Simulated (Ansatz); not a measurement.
The same germylene extrusion along the group F, Cl, Br, I.

Calculated with Ansatz (gas phase, PBE0-D4/def2-TZVP geometries, no zero-point term in ΔE). CBS: MP2 limit from def2 TZ/QZ plus the TZ coupled-cluster correction, frozen cores. This one scheme is used for every species. Functionals use def2-TZVPP. def2 core potentials past Kr. For Br, Ge, I outer-core shells are correlated without core-valence functions, which leaves a few kJ/mol of doubt a bond. Scalar relativity is left out up to krypton.

```json
{"reaction": "`[CH3][GeH2][F]` → `[CH3][GeH]` + H–F", "CCSD/CBS(def2) (eV)": "2.31", "revPBE-D4 (eV)": "2.19", "MP2/CBS(def2) (eV)": "2.44", "CCSD(T)/def2-SVP (eV)": "2.44", "CCSD(T)/CBS(def2) (eV)": "2.32"}
{"reaction": "`[CH3][GeH2][Cl]` → `[CH3][GeH]` + HCl", "CCSD/CBS(def2) (eV)": "2.49", "revPBE-D4 (eV)": "2.38", "MP2/CBS(def2) (eV)": "2.69", "CCSD(T)/def2-SVP (eV)": "2.46", "CCSD(T)/CBS(def2) (eV)": "2.52"}
{"reaction": "`[CH3][GeH2][Br]` → `[CH3][GeH]` + HBr", "CCSD/CBS(def2) (eV)": "2.59", "revPBE-D4 (eV)": "2.46", "MP2/CBS(def2) (eV)": "2.81", "CCSD(T)/def2-SVP (eV)": "2.52", "CCSD(T)/CBS(def2) (eV)": "2.62"}
{"reaction": "`[CH3][GeH2][I]` → `[CH3][GeH]` + HI", "CCSD/CBS(def2) (eV)": "2.63", "revPBE-D4 (eV)": "2.48", "MP2/CBS(def2) (eV)": "2.90", "CCSD(T)/def2-SVP (eV)": "2.55", "CCSD(T)/CBS(def2) (eV)": "2.67"}
```

Largest T1 diagnostic: 0.011, for `[CH3][GeH]`.
